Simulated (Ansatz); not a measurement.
Basis-set extrapolation for C2H10AlNSi (`C[NH][Al]([CH3])[SiH3]`) (PBE0-D4/def2-TZVP geometry, frozen core, Ansatz). Multiplicity 1, RHF reference.

```json
{"": "HF", "def2-TZVPP": "-666.959250", "def2-QZVPP": "-666.982016"}
{"": "MP2 correlation", "def2-TZVPP": "-0.777594", "def2-QZVPP": "-0.829766"}
{"": "CCSD(T) correlation", "def2-TZVPP": "-0.874702", "def2-QZVPP": "not run"}
```

Energies in hartree. Use E(X) = E(∞) + A·exp(−7.88·√X) for Hartree–Fock and E(X) = E(∞) + B·X^(−2.97) for correlation, with X = 3 and 4, and add CCSD(T) minus MP2 of the smaller set to the MP2 limit.

Problem. What is the CCSD(T) energy at the basis-set limit?

Solution. HF limit: -666.982016 + (-0.022766) × 0.13774 = -666.98515. MP2 limit: -0.829766 + (-0.052172) × 0.74074 = -0.86841. Higher-order term: -0.874702 − (-0.777594) = -0.09711. Total: -667.95067 hartree, 306.4 kJ/mol below CCSD(T)/def2-TZVPP.
